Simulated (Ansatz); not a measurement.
`[BH2][AlH][AlH][CH3]` + H₂O → `[CH3][AlH][OH]` + `[BH2][AlH2]` at 600 K and 1 bar (formal hydrolysis of the Al–Al bond).

Computed with Ansatz on PBE0-D4/def2-TZVP structures; ΔE is electronic, products minus reactants. CBS: MP2 limit from def2 TZ/QZ plus the TZ coupled-cluster correction, frozen cores. This one scheme is used for every species. One conformer a species, not always the lowest.

| species | CCSD(T)/CBS energy (Eh) | H − E (kJ/mol) | S (J/(mol·K)) |
| --- | --- | --- | --- |
| `[BH2][AlH][AlH][CH3]` | -551.02023 | 251.4 | 495.1 |
| H₂O | -76.37941 | 76.8 | 212.8 |
| `[CH3][AlH][OH]` | -358.31021 | 194.9 | 376.4 |
| `[BH2][AlH2]` | -269.14094 | 122.4 | 316.9 |

H − E and S are ideal-gas, rigid-rotor, harmonic terms from PBE0-D4/def2-TZVP, for one conformer and one mirror image of each species. 1 Eh = 2625.50 kJ/mol, R = 8.31446 J/(mol·K).

**Question.** By hand: ΔE, ΔH, ΔS and ΔG.

**Answer.** ΔE = (-358.31021) + (-269.14094) − (-551.02023) − (-76.37941) = -0.05151 Eh = -135.2 kJ/mol. Δ(H − E) = 194.9 + 122.4 − 251.4 − 76.8 = -10.9, so ΔH = -146.1 kJ/mol. ΔS = 376.4 + 316.9 − 495.1 − 212.8 = -14.6 J/(mol·K). ΔG = -146.1 − 600 × (-14.6)/1000 = -137.3 kJ/mol.

**Question.** By hand: the equilibrium constant, and the temperature at which ΔG would vanish if ΔH and ΔS stayed fixed.

**Answer.** log₁₀ K = −ΔG/(RT ln 10) = 12.0. ΔG = 0 at ΔH/ΔS = 10007 K, far beyond where these terms or the molecules hold.

The number of gas molecules stays the same, so ΔS is small and ΔH decides. A doubt of 5 kJ/mol in ΔE shifts log₁₀ K by 0.4 here. Other conformers and mirror images would add mixing entropy, several J/(mol·K) or more a flexible species. Modes under 60 cm⁻¹, often nearly free rotors, make the harmonic entropy too high. These are equilibria of isolated gas molecules and say nothing of rates. Largest T1 diagnostic: 0.013 (customary marks: 0.02 for closed shells, 0.045 for open ones).
